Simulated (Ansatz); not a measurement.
`CO[SiH](Cl)SC`, charge 0, multiplicity 1.

(1) Give a relaxed structure at PBE0-D4/def2-TZVP (the Gaussian-basis code of Ansatz). (Estimate.)

Answers

(1) Ansatz gave: 
Cartesian coordinates in Å:
```
C -1.649 2.164 -0.588
O -0.401 1.585 -0.265
Si -0.122 -0.003 -0.093
Cl -1.400 -0.812 1.312
S 1.889 -0.163 0.496
C 1.973 -1.976 0.602
H -1.502 3.240 -0.686
H -2.383 1.976 0.201
H -2.036 1.773 -1.534
H -0.410 -0.770 -1.329
H 1.344 -2.347 1.411
H 1.686 -2.443 -0.340
H 3.012 -2.223 0.814
```
This is one stationary point; other conformers may exist.
